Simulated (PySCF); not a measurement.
A PySCF script (with the pyscf-properties extension) for the NMR shieldings of SMILES N1B[C@@H](C#C)[SiH2]BCC1, C₅H₁₁B₂NSi, on a GFN2-xTB geometry:

```python
import basis_set_exchange as bse
import numpy as np
from pyscf import gto, dft
from pyscf.prop import nmr

atoms = """
C    -2.612780   -1.236219    0.821172
C    -2.075551   -0.332884    0.242344
C    -1.440368    0.761087   -0.443403
B    -0.528396    0.343937   -1.671434
N     0.485664   -0.587514   -1.532161
C     0.853637   -1.321432   -0.337007
C     1.873784   -0.557227    0.525929
B     1.421292    0.816051    1.145890
Si   -0.296188    1.702981    0.796788
H    -3.093575   -2.028821    1.312096
H    -2.234077    1.442624   -0.761722
H    -0.637927    0.872750   -2.715799
H     1.103506   -0.775554   -2.307719
H     1.270106   -2.292484   -0.630441
H    -0.049784   -1.504617    0.249140
H     2.776774   -0.382713   -0.073516
H     2.206949   -1.224188    1.329260
H     2.211785    1.333593    1.846076
H    -0.118416    3.048051    0.197872
H    -1.121584    1.933258    2.003599
"""
names = dict.fromkeys(["C", "B", "N", "Si", "H"], "pcSseg-1")
basis = {el: gto.basis.parse(bse.get_basis(n, elements=[el], fmt="nwchem")) for el, n in names.items()}
mol = gto.M(atom=atoms, basis=basis, charge=0, verbose=0)
mf = dft.RKS(mol, xc="PBE0")
mf.grids.level = 2
mf.grids.alignment = dft.numint.BLKSIZE   # the property module wants whole blocks of grid points
mf.conv_tol = 1e-9
mf.kernel()

calc = nmr.RKS(mf)   # GIAO
C = mf.mo_coeff
Co = C[:, mf.mo_occ > 0]
resp = mf.gen_response(singlet=True, hermi=2)
def vind(x):   # induced exchange potential for any number of trial vectors
    d = np.einsum("pi,xij,qj->xpq", C, 2 * x.reshape(-1, C.shape[1], Co.shape[1]), Co, optimize=True)
    return np.einsum("xpq,pi,qj->xij", resp(d - d.transpose(0, 2, 1)), C, Co, optimize=True).ravel()
mo1, _ = nmr.rhf.solve_mo1(calc, with_cphf=vind)
sigma = calc.kernel(mo1)
for i, s in enumerate(sigma):   # ppm
    w = np.linalg.eigvalsh((s + s.T) / 2)
    print("%2d %-2s iso %8.1f  s11 %8.1f  s22 %8.1f  s33 %8.1f" % (i, mol.atom_pure_symbol(i), w.mean(), *w))
```

Q: What are the results?

A: 
```
 0 C  iso    113.0  s11     39.3  s22     56.1  s33    243.5
 1 C  iso     95.3  s11     -8.1  s22      1.2  s33    292.7
 2 C  iso    182.6  s11    170.3  s22    178.0  s33    199.6
 3 B  iso     62.9  s11     24.0  s22     49.1  s33    115.6
 4 N  iso    117.6  s11      1.9  s22    150.2  s33    200.8
 5 C  iso    142.1  s11    121.5  s22    146.1  s33    158.6
 6 C  iso    140.0  s11    104.7  s22    140.0  s33    175.4
 7 B  iso    -16.5  s11   -126.0  s22    -55.1  s33    131.6
 8 Si iso    423.8  s11    367.6  s22    418.4  s33    485.4
 9 H  iso     30.2  s11     24.8  s22     25.4  s33     40.4
10 H  iso     29.5  s11     24.3  s22     27.9  s33     36.2
11 H  iso     26.8  s11     25.1  s22     27.1  s33     28.2
12 H  iso     26.5  s11     20.5  s22     26.7  s33     32.4
13 H  iso     28.5  s11     23.5  s22     27.7  s33     34.2
14 H  iso     26.2  s11     20.9  s22     25.6  s33     32.1
15 H  iso     29.6  s11     24.9  s22     28.8  s33     35.1
16 H  iso     29.5  s11     24.4  s22     28.2  s33     35.8
17 H  iso     21.5  s11     11.9  s22     25.8  s33     26.9
18 H  iso     27.2  s11     23.4  s22     25.3  s33     32.9
19 H  iso     27.2  s11     23.4  s22     25.8  s33     32.3
```

These numbers come from an equivalent density-fitted implementation of the same equations, which agrees with the script to about 0.01 ppm for H and up to a few tenths of a ppm for heavy atoms, so last digits may differ.

Size and cost of the density-fitted run: 215 basis functions, 52 s wall time on 1 thread of an Arm Neoverse V1, shared host; peak memory 1 GiB.
